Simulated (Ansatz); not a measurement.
Energy needed to pull apart InSiH₄, doublet, into free ground-state atoms, from the structure below (displaced at random from a GFN2-xTB minimum); no zero-point or spin–orbit terms; open-shell atoms are treated unrestricted, in their ground-state multiplicity.

Si1  (-0.298, -0.243, -0.341)
In2  (1.808, -0.067, 1.536)
H3  (-1.536, 0.552, -0.511)
H4  (-0.371, -1.690, -0.148)
H5  (0.575, 0.411, -1.802)
H6  (0.088, 1.216, 2.128)
(Å)

Ansatz 0.2.0; basis: def2-TZVPP; cores frozen in the correlated methods; orbitals are unrestricted. Filled d shells of the heavier atoms are correlated. Core potentials replace the inner electrons of the atoms past krypton. The def2 sets are not built for correlating such inner shells, so the correlated values are less sure here.

```json
{"method": "PBE-D4", "atomization energy (eV)": "12.03"}
{"method": "r2SCAN-D4", "atomization energy (eV)": "12.10"}
{"method": "PBE0-D4", "atomization energy (eV)": "?"}
{"method": "r2SCAN0-D4", "atomization energy (eV)": "?"}
{"method": "BHLYP-D4", "atomization energy (eV)": "11.84"}
{"method": "wB97M-V", "atomization energy (eV)": "11.84"}
{"method": "HF", "atomization energy (eV)": "8.23"}
{"method": "MP2", "atomization energy (eV)": "10.98"}
{"method": "CCSD", "atomization energy (eV)": "11.45"}
{"method": "CCSD(T)", "atomization energy (eV)": "11.61"}
```

**Question.** What does PBE0-D4 give? (An estimate is asked for; the value comes from the calculation.)

**Answer.** The calculation gives: 11.80 eV, which is about 0.19 eV more than CCSD(T)/def2-TZVPP.

**Question.** What does r2SCAN0-D4 give? (Judge from chemistry; the value comes from the calculation.)

**Answer.** Computed: 11.89 eV, which is about 0.29 eV more than CCSD(T)/def2-TZVPP.

In triple zeta the MP2 and coupled-cluster atomization energies are still short of their basis limit by a few kcal/mol a bond, whereas those of the functionals are nearly converged, so these differences are not deviations from converged CCSD(T).

The T1 diagnostic stays at or below 0.035. ⟨S²⟩ of the unrestricted Hartree–Fock references: 0.83 (a pure state has 0.75). The unrestricted reference is spin-contaminated, which hurts MP2 most.

For scale, one of the runs: CCSD(T)/def2-TZVPP forces, 148 basis functions (an equivalent command: `ansatz run in.yaml --threads 4`). The run took 4.4 min on 4 CPU threads (shared host), with 4.2 GiB of host memory at its peak.
